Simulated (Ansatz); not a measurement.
Potential energy curve for MgH, doublet.

Levels of theory: ROHF/cc-pVDZ (Ansatz, a first-principles code); ROMP2 = MP2 on ROHF/cc-pVDZ, frozen core run with Ansatz; ROCCSD = Ansatz with CCSD on ROHF/cc-pVDZ, frozen core; ROCCSD(T) = CCSD(T) on ROHF/cc-pVDZ, frozen core (Ansatz); UHF/cc-pVDZ (Ansatz); UMP2 = MP2 on UHF/cc-pVDZ, frozen core in Ansatz; UCCSD = Ansatz with CCSD on UHF/cc-pVDZ, frozen core; UCCSD(T) = CCSD(T) on UHF/cc-pVDZ, frozen core run with Ansatz; UKS-PBE0 = unrestricted PBE0/cc-pVDZ (Ansatz); UKS-BLYP = unrestricted BLYP/cc-pVDZ (Ansatz); UKS-PBE = unrestricted PBE/cc-pVDZ run with Ansatz; FCI = full CI/cc-pVDZ, frozen core in Ansatz.

All curves are set to zero at 1.74 Å and compared with full CI in the same basis at 1.74, 1.80, 1.87, 1.91, 1.99, 2.15, 2.39, 2.63, 2.92, 3.10, 3.50, 3.85, 4.27, 4.70, 5.24, 6.03, 6.87 Å.

Q: Order the methods by the spread of their error (largest minus smallest) over these points.

A: UCCSD(T) has the smallest spread and ROHF the largest. In order (kJ/mol): UCCSD(T) 0.65, ROCCSD(T) 1.13, UCCSD 1.84, ROCCSD 4.22, UHF 11.40, UMP2 14.76, UKS-PBE0 18.17, ROMP2 20.45, UKS-PBE 23.72, UKS-BLYP 27.76, ROHF 35.54.

Errors against full CI at some of the points (kJ/mol):

```json
[
 {"method": "UCCSD(T)", "2.15 Å": "0.2", "2.63 Å": "-0.1", "3.50 Å": "-0.4", "4.27 Å": "-0.5", "6.87 Å": "-0.5"},
 {"method": "ROCCSD(T)", "2.15 Å": "0.4", "2.63 Å": "0.1", "3.50 Å": "-0.5", "4.27 Å": "-0.6", "6.87 Å": "-0.6"},
 {"method": "UCCSD", "2.15 Å": "0.3", "2.63 Å": "-0.5", "3.50 Å": "-1.4", "4.27 Å": "-1.5", "6.87 Å": "-1.5"},
 {"method": "ROCCSD", "2.15 Å": "1.2", "2.63 Å": "-0.1", "3.50 Å": "-1.6", "4.27 Å": "-1.8", "6.87 Å": "-1.8"},
 {"method": "UHF", "2.15 Å": "3.4", "2.63 Å": "-2.3", "3.50 Å": "-7.7", "4.27 Å": "-7.8", "6.87 Å": "-8.0"},
 {"method": "UMP2", "2.15 Å": "7.7", "2.63 Å": "14.8", "3.50 Å": "5.0", "4.27 Å": "2.4", "6.87 Å": "2.2"},
 {"method": "UKS-PBE0", "2.15 Å": "-1.9", "2.63 Å": "-0.2", "3.50 Å": "13.2", "4.27 Å": "15.4", "6.87 Å": "16.1"},
 {"method": "ROMP2", "2.15 Å": "8.9", "2.63 Å": "20.4", "3.50 Å": "1.9", "4.27 Å": "1.1", "6.87 Å": "1.0"},
 {"method": "UKS-PBE", "2.15 Å": "-6.7", "2.63 Å": "-8.1", "3.50 Å": "10.4", "4.27 Å": "13.5", "6.87 Å": "14.6"},
 {"method": "UKS-BLYP", "2.15 Å": "-7.8", "2.63 Å": "-13.4", "3.50 Å": "5.8", "4.27 Å": "13.4", "6.87 Å": "14.4"},
 {"method": "ROHF", "2.15 Å": "10.4", "2.63 Å": "20.9", "3.50 Å": "-8.7", "4.27 Å": "-10.6", "6.87 Å": "-10.9"}
]
```

The T1 diagnostic of CCSD on the restricted reference of ROMP2, ROCCSD, ROCCSD(T) exceeds 0.045 at 1.91 to 3.10 Å. The unrestricted determinant behind UHF, UMP2, UCCSD, UCCSD(T) is spin-contaminated at 2.39 to 3.10 Å (<S²> up to 0.9, against 0.75 for a pure doublet).
